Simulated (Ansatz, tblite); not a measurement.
Cost and result up the ladder for the cluster Nb4 (4 atoms). Total charge 0; singlet. Geometry: B3LYP-D4/def2-SVP.

```xyz
4

Nb   -0.5041   -0.9255   -1.1133
Nb    1.4450   -0.3682    0.3554
Nb   -0.0531    1.4544   -0.4815
Nb   -0.8879   -0.1607    1.2393
```

Ansatz on 4 threads of Arm Neoverse V2 on a shared host; xTB runs through tblite on one thread. Times are rough, summed over both states, and most runs start from the orbitals of an earlier one. RPA@PBE/def2-TZVP serves as the yardstick here, not as an exact answer. The other state is a triplet at its own geometry.

In the def2 sets Nb takes a core potential; there is no spin–orbit coupling. The xTB rows come from tblite. B3LYP takes the VWN-RPA correlation. Correlated methods freeze no core orbitals; core or outer-core shells of Nb are correlated, in sets that lack core-valence functions. The structure comes from a short search, and lower isomers may exist.

Run but left out: HF/STO-3G, r2SCAN0-D4/def2-TZVP (triplet: ⟨S²⟩ 2.97 to 7.13, where a pure state has 2.00); B2PLYP/def2-TZVP (singlet: restricted singlet, unstable towards broken spin symmetry).

Correlated methods converge slowly with the basis.

xTB has no spin-polarisation term.

```
                          level  functions  wall time  triplet − singlet (eV)  difference from RPA@PBE/def2-TZVP (eV)                                  remarks
                       GFN1-xTB         36    0.012 s                    0.89                                    0.36                                        –
                       GFN2-xTB         36    0.022 s                    0.21                                   -0.31                                        –
               PBE-D4/def2-TZVP        160      9.2 s                    0.54                                    0.01                                        –
              BLYP-D4/def2-TZVP        160       10 s                    0.60                                    0.07                                        –
              RPA@PBE/def2-TZVP        160       16 s                    0.53                                    0.00                                        –
             B3LYP-D4/def2-TZVP        160       24 s                    0.43                                   -0.10                                        –
PBE0-D4/def2-TZVP (with forces)        160       27 s                    0.29                                   -0.24  spin-contaminated (⟨S²⟩ 2.13) (triplet)
         CAM-B3LYP-D4/def2-TZVP        160       30 s                    0.17                                   -0.36  spin-contaminated (⟨S²⟩ 2.27) (triplet)
```
